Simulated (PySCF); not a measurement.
# Computed vibrations of [Pb(NH3)3]2+

[Pb(NH3)3]2+ (singlet). PySCF 2.14.0, RKS PBE0, Pb def2-SVP with ECP60, N def2-SVP, H def2-SVP; non-relativistic Hamiltonian with scalar-relativistic core potentials where named; density fitting; no spin-orbit coupling. Central differences of gradients.

```xyz
13

Pb    0.0000    0.0000    0.0000
N     2.6218    0.0009    0.0000
H     3.0325   -0.4703    0.8145
H     3.0325   -0.4703   -0.8145
H     3.0347    0.9406    0.0000
N    -1.3116    2.2701    0.0000
H    -1.1090    2.8614    0.8145
H    -1.1090    2.8614   -0.8145
H    -2.3319    2.1578    0.0000
N    -1.3101   -2.2710    0.0000
H    -1.9235   -2.3911    0.8145
H    -1.9235   -2.3911   -0.8145
H    -0.7027   -3.0984    0.0000
```

Run from Python with OMP_NUM_THREADS=2. Where DIIS fails, smearing, a level shift and second-order steps follow.
It took 86 s on 2 threads of Arm Neoverse V1 (shared host).

Question: What are the harmonic wavenumbers and infrared intensities?

Answer: Modes are labelled in C3h; negative numbers are unstable modes, those under 60 cm⁻¹ near the noise; a finer grid moves soft modes by up to 10 cm⁻¹.
| cm⁻¹ | km/mol | symmetry |
| --- | --- | --- |
| -100 | – | a'' |
| -42 | – | e'' |
| -42 | – | e'' |
| -38 | – | a'' |
| 16 | 16.9 | e' |
| 16 | 16.9 | e' |
| 244 | 18.8 | e' |
| 244 | 18.8 | e' |
| 283 | 0.0 | a' |
| 510 | 104.5 | a'' |
| 534 | 0.0 | a' |
| 544 | 0.0 | e'' |
| 544 | 0.0 | e'' |
| 555 | 41.5 | e' |
| 555 | 41.5 | e' |
| 1283 | 0.0 | a' |
| 1284 | 112.5 | e' |
| 1284 | 112.5 | e' |
| 1628 | 118.1 | a'' |
| 1629 | 58.1 | e' |
| 1629 | 58.1 | e' |
| 1630 | 0.0 | a' |
| 1631 | 0.0 | e'' |
| 1631 | 0.0 | e'' |
| 3447 | 161.3 | e' |
| 3447 | 161.3 | e' |
| 3450 | 0.0 | a' |
| 3553 | 0.0 | e'' |
| 3553 | 0.0 | e'' |
| 3553 | 246.9 | a'' |
| 3556 | 0.0 | a' |
| 3556 | 118.8 | e' |
| 3556 | 118.8 | e' |

Question: Is this a minimum?

Answer: No: 4 unstable; the lowest moves the atoms so:
```
Pb   0.00  0.00 -0.07
N    0.00  0.00  0.27
H   -0.04  0.00  0.29
H    0.04  0.00  0.29
H    0.00  0.00  0.30
N    0.00  0.00  0.27
H    0.02 -0.03  0.29
H   -0.02  0.03  0.29
H    0.00  0.00  0.30
N    0.00  0.00  0.27
H    0.01  0.04  0.29
H   -0.01 -0.04  0.29
H    0.00  0.00  0.30
```
